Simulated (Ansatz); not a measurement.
The same path of BCl2F + BrH (6 atoms, charge 0, multiplicity 1) was run twice with different band settings. Lost on the way: B1–F2, Br5–H6. Made: B1–Br5, F2–H6.

The calculation used RKS PBE-D4/def2-SVP in Ansatz 0.2.0.

Relaxed end points:

```xyz
6
Properties=species:S:1:pos:R:3
B 0.003 0.353 -0.124
F 0.011 0.497 1.201
Cl 1.528 0.335 -0.984
Cl -1.533 0.237 -0.955
Br 0.084 -2.933 1.133
H 0.051 -1.774 1.981
```

```xyz
6
Properties=species:S:1:pos:R:3
B 0.021 -0.605 -0.462
F 0.014 0.192 2.089
Cl 1.521 0.180 -0.885
Cl -1.522 0.100 -0.868
Br 0.072 -2.402 0.278
H 0.039 -0.749 2.101
```

Common settings: movable images 7; climbing image yes; spring 5.0 eV/Å²; optimiser quadratic models (default); start path through a guess of the saddle point; iteration limit 60; end points relaxed.

| run | force threshold |
| --- | --- |
| 1 | 0.05 eV/Å |
| 2 | 0.2 eV/Å |

(1) What does each run give, and how far can it be trusted?

Results:

(1) Run 1: converged after 20 iterations, highest image 1.034 eV above the first end. A vibrational analysis at the climbing image gives one clearly imaginary mode, 585i cm⁻¹: a first-order saddle point.
Run 2: converged after 21 iterations, highest image 1.034 eV above the first end. The threshold of 0.2 eV/Å is loose, so the images may lie well off the minimum-energy path. Another band between the same ends (7 images) ends at a top of the same energy, where a vibrational analysis finds 1 clearly imaginary mode.
The orbitals stay closed-shell, which can raise the energy where a bond breaks towards radicals; this wasn't checked here.
